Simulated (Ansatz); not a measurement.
Molecule: tetramethylgermane, C4H12Ge, charge 0, multiplicity 1. 
Coordinates optimised at B3LYP-D3(BJ)/def2-TZVP (Ansatz, a quantum-chemistry and plane-wave program):
```xyz
17

C      1.4564    -0.5076     1.2262
Ge     0.0000     0.0000     0.0000
C     -1.6409     0.3426     1.0355
C     -0.3234    -1.4648    -1.2776
C      0.5079     1.6297    -0.9841
H      1.6505     0.2920     1.9423
H      2.3749    -0.7016     0.6706
H      1.1935    -1.4092     1.7809
H     -2.4600     0.6255     0.3730
H     -1.4815     1.1517     1.7495
H     -1.9385    -0.5495     1.5881
H     -1.1277    -1.2021    -1.9660
H     -0.6063    -2.3771    -0.7509
H      0.5751    -1.6695    -1.8612
H     -0.2871     1.9270    -1.6692
H      1.4157     1.4596    -1.5644
H      0.6914     2.4532    -0.2928
```

Basis-set convergence of Hartree-Fock and MP2 correlation energies (hartree) with Ansatz. Cores are frozen in the correlated levels unless marked. Spin-orbit coupling is left out. Frozen are the shells of the preceding noble gas and the d and f shells that filled before the atom's block. No relativistic terms.

| basis | functions | E(HF) | E(corr, MP2) |
|---|---|---|---|
| cc-pVDZ | 143 | -2233.82144 | -0.68851 |
| cc-pVTZ | 331 | -2233.94790 | -0.84459 |
| cc-pVQZ | 648 | -2233.96155 | -0.89674 |

Extrapolating the two largest sets (X = 3 and 4) as X^-3: E(corr) = (64·(-0.89674) - 27·(-0.84459))/37 = -0.9348 Eh, an estimate of the basis-set limit. The largest set recovers 95.9 % of it, the smallest 73.7 %.
